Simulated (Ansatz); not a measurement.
Species: Be₂H₂, charge 0, multiplicity 1. 
Structure (B3LYP-D3(BJ)/def2-TZVP (Ansatz, a first-principles code) minimum search):
```xyz
4

H      0.0000     0.0000    -2.3848
Be     0.0000     0.0000    -1.0462
Be     0.0000     0.0000     1.0462
H      0.0000     0.0000     2.3848
```
Charge 0, spin multiplicity 1.

Parts of the frozen-core correlation energy in def2-SVP (Ansatz, hartree). Frozen orbitals: 2; correlated occupied orbitals by spin: 3 and 3; virtual: 23 and 23. Spin-orbit coupling is left out. Non-relativistic.

```json
[
 {"term": "reference (HF)", "value": "-30.35185"},
 {"term": "MP2 opposite-spin", "value": "-0.05765"},
 {"term": "MP2 same-spin", "value": "-0.00194"},
 {"term": "CCSD correlation", "value": "-0.08179"},
 {"term": "(T)", "value": "-0.00078"},
 {"term": "FCI minus CCSD(T)", "value": "-0.00041"},
 {"term": "CCSDT minus CCSD(T)", "value": "-0.00036"},
 {"term": "CCSDT(Q) minus CCSD(T)", "value": "-0.00039"},
 {"term": "T1 diagnostic", "value": "0.007"},
 {"term": "largest doubles amplitude", "value": "0.056"}
]
```
